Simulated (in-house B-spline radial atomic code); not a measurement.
Ge²⁺. Computed with a B-spline radial atomic code. Model: non-relativistic spherical atom: semilocal Troullier-Martins pseudo-atom, one channel per l, against all electrons, high spin, G0W0 and RPA with empty states to l = 8, local potential for every l without a channel, a model core (radius 0 = none) keeps its share of the functional.

What the tables leave out is listed at the end.

The pseudopotential gives back the lowest level of each angular momentum of its own functional in the configuration it was made in; a second state of the same l is only approximately right. Exact exchange, RPA and GW see the smooth pseudo-orbitals and miss the exchange with the core, for which the functional's share stands in. The column with an uncorrelated core keeps all orbitals and exact exchange, and so separates missing core correlation from pseudisation. Only the three outermost levels and the lowest empty one were computed. RPA here is direct RPA, with no exchange kernel, and its energies carry an (l + 1/2)⁻⁴ tail. A hybrid on a potential with a model core restores only its own semilocal share of the core's exchange.

Command:
```bash
python run_psgw.py task.json out
```
Settings (lengths in bohr, energies in hartree):
```
Z                      32
electrons              30
configuration          [Ar] 3d10 4s2
generated_in           [Ar] 3d10 4s2 4p2
functional             pbe,pbe
core_shells            3
radius_factor          0.9
core_correction        False
ion_configuration      [Ar] 3d10 4s1
```

Cost of the run: 98 s on 1 thread of Intel(R) Xeon(R) Platinum 8488C (Sapphire Rapids) (shared host).

Given: made with PBE; model core radius 0 bohr; local radius 0.623 bohr; mean-field start PBE.

Valence shells of the generating configuration: 3s, 3p, 3d, 4s, 4p.

Channel: s 0.493, p 0.493, d 1.36 (radii in bohr).

Computed: largest level miss in the spin-unpolarised generating configuration 0.146 eV; valence RPA correlation energy all-electron orbitals -1.4847 hartree; valence RPA correlation energy pseudo -1.3476 hartree; pseudo-atom RPA polarisability 8.5978 bohr³; ionisation by mean-field pseudo minus all 0.271 eV; ionisation by RPA all-electron 34.011 eV; ionisation by RPA pseudo minus all 0.372 eV.

| level | occupied | mean-field all-electron (eV) | mean-field pseudo minus all (eV) | G0W0 all-electron (eV) | G0W0 uncorrelated core minus all (eV) | G0W0 pseudo minus all (eV) | exchange self-energy all-electron (eV) | exchange self-energy pseudo (eV) |
| --- | --- | --- | --- | --- | --- | --- | --- | --- |
| 4s | 1 | -28.784 | -0.228 | -33.991 | 0.007 | -0.333 | -16.597 | -15.949 |
| 3d | 1 | -49.984 | -0.091 | -60.478 | 0.096 | 0.146 | -62.973 | -56.989 |
| 4p (empty) | 0 | -19.796 | -0.082 | -16.1 | 0.009 | -0.068 | -5.2442 | -4.7349 |

Q: What is the all-electron RPA polarisability, core included?

A: 8.7829 bohr³.

Q: What is the ionisation by mean-field all-electron?

A: 33.871 eV.

Given: mean-field start PBE0.

Computed: all-electron RPA polarisability, core included 8.0152 bohr³; pseudo-atom RPA polarisability 7.8343 bohr³; ionisation by mean-field all-electron 33.513 eV; ionisation by mean-field pseudo minus all 0.293 eV; ionisation by RPA all-electron 33.836 eV; ionisation by RPA pseudo minus all 0.37 eV.

```
     level  occupied  mean-field all-electron (eV)  mean-field pseudo minus all (eV)  G0W0 all-electron (eV)  G0W0 uncorrelated core minus all (eV)  G0W0 pseudo minus all (eV)  exchange self-energy all-electron (eV)  exchange self-energy pseudo (eV)
        4s         1                       -29.806                            -0.259                 -33.877                                  0.007                      -0.349                                 -16.381                           -15.786
        3d         1                       -53.867                             0.043                 -61.034                                  0.089                       0.112                                 -63.158                           -57.122
4p (empty)         0                       -18.694                            -0.092                 -16.046                                  0.008                      -0.077                                 -4.9666                           -4.5143
```

Q: What is the valence RPA correlation energy all-electron orbitals?

A: -1.4282 hartree.

Q: What is the valence RPA correlation energy pseudo?

A: -1.2995 hartree.

Given: mean-field start Hartree-Fock.

Computed: valence RPA correlation energy pseudo -1.1808 hartree; all-electron RPA polarisability, core included 6.6628 bohr³; pseudo-atom RPA polarisability 6.4851 bohr³; ionisation by mean-field all-electron 31.718 eV; ionisation by RPA all-electron 33.421 eV; ionisation by RPA pseudo minus all 0.374 eV.

| level | occupied | mean-field all-electron (eV) | mean-field pseudo minus all (eV) | G0W0 all-electron (eV) | G0W0 uncorrelated core minus all (eV) | G0W0 pseudo minus all (eV) | exchange self-energy all-electron (eV) | exchange self-energy pseudo (eV) |
| --- | --- | --- | --- | --- | --- | --- | --- | --- |
| 4s | 1 | -31.963 | -0.348 | -33.573 | 0.007 | -0.38 | -15.642 | -15.196 |
| 3d | 1 | -64.434 | 0.463 | -62.051 | 0.105 | 0.092 | -63.561 | -57.426 |
| 4p (empty) | 0 | -14.955 | -0.106 | -15.931 | 0.006 | -0.096 | -4.0737 | -3.7756 |

Q: What is the ionisation by mean-field pseudo minus all?

A: 0.341 eV.

Q: What is the valence RPA correlation energy all-electron orbitals?

A: -1.2903 hartree.

Among the listed levels the largest G0W0 shift of the pseudo-atom is -0.38 eV, for 4s on the Hartree-Fock start, while leaving the core uncorrelated moves that level by +0.01 eV. So pseudisation and the lost core exchange, not the missing core correlation, make the error. Not in the tables (levels of low weight, unsolved or above zero; the highest and the empty levels are kept at any weight): on PBE the G0W0 levels 3p (pseudo minus all -0.85 eV, weights 0.44 and 0.46); on PBE0 the G0W0 levels 3p (pseudo minus all -3.13 eV, weights 0.00 and 0.30); on Hartree-Fock the G0W0 levels 3p (pseudo minus all -2.30 eV, weights 0.09 and 0.07).
